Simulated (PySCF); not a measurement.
**Bonding in `C1CC1N1[SiH2]N[SiH2]N[SiH2]1`**

Species: C3H13N3Si3.
SMILES with atom numbers: `[CH2:1]1[CH2:2][CH:3]1[N:4]1[SiH2:5][NH:6][SiH2:7][NH:8][SiH2:9]1` (hydrogens: H10, H11 on C1; H12, H13 on C2; H14 on C3; H15, H16 on Si5; H17 on N6; H18, H19 on Si7; H20 on N8; H21, H22 on Si9)

Geometry (GFN2-xTB, Å), atoms numbered from 1 in this order:
```xyz
22
C3H13N3Si3 angstrom
C     -2.5891    0.3962    0.9965
C     -2.7929   -0.6984   -0.0125
C     -1.7932    0.3813   -0.2756
N     -0.3865    0.1526   -0.2779
Si     0.2704   -1.2917    0.4119
N      1.9245   -1.0023    0.8125
Si     3.0949   -0.1091   -0.0794
N      2.1785    0.8867   -1.1480
Si     0.5615    1.4415   -0.9415
H     -3.3633    1.1391    1.1185
H     -2.0709    0.1443    1.9078
H     -2.4316   -1.6830    0.2328
H     -3.7063   -0.6989   -0.5893
H     -2.0785    1.1206   -1.0160
H      0.1265   -2.3932   -0.5585
H     -0.3503   -1.6454    1.6966
H      2.2981   -1.6123    1.5172
H      3.8893    0.6646    0.8874
H      3.9567   -0.9572   -0.9152
H      2.7148    1.3985   -1.8253
H      0.4759    2.6187   -0.0582
H      0.0611    1.7668   -2.2857
```

Bond orders from the PBE0/pcSseg-1 density (PySCF). Geometry: GFN2-xTB, one conformer, isolated molecule.

(1) Where do the orders between heavy atoms depart from those drawn in the SMILES?

(2) Set the Mayer orders of the bonds between heavy atoms beside their lengths.

## Answers

(1) The largest departure is 0.096, at N4–Si5 (drawn single, 0.904).

(2) 
```csv
bond,drawn as,length (Å),Mayer order
C1–C2,single,1.503,0.949
C2–C3,single,1.495,0.990
C3–N4,single,1.425,0.943
N4–Si5,single,1.730,0.904
Si5–N6,single,1.726,0.958
N6–Si7,single,1.721,0.954
Si7–N8,single,1.724,0.945
N8–Si9,single,1.722,0.963
C3–C1,single,1.501,0.950
Si9–N4,single,1.732,0.911
```

By pair of heavy elements: C–C: lowest C1–C2 and C3–C1 (0.949, 1.503 Å), highest C2–C3 (0.990, 1.495 Å). N–Si: lowest N4–Si5 (0.904, 1.730 Å), highest N8–Si9 (0.963, 1.722 Å). Bonds named together lie within 0.004.

Problem. And the bonds to hydrogen?

Solution. C–H: 0.94 to 0.96 (5 bonds); H–Si: 0.90 to 0.91 (6 bonds); H–N: 0.93 (2 bonds).

Problem. Sum the orders of all bonds at each heavy atom with more than one neighbour and set the sums beside the valence in the SMILES.

Solution. C1 3.806 (drawn 4), C2 3.832 (drawn 4), C3 3.824 (drawn 4), N4 2.758 (drawn 3), Si5 3.668 (drawn 4), N6 2.840 (drawn 3), Si7 3.699 (drawn 4), N8 2.835 (drawn 3), Si9 3.680 (drawn 4). Orders between atoms that aren't bonded are not in these sums.

Mayer orders depend on the basis set.
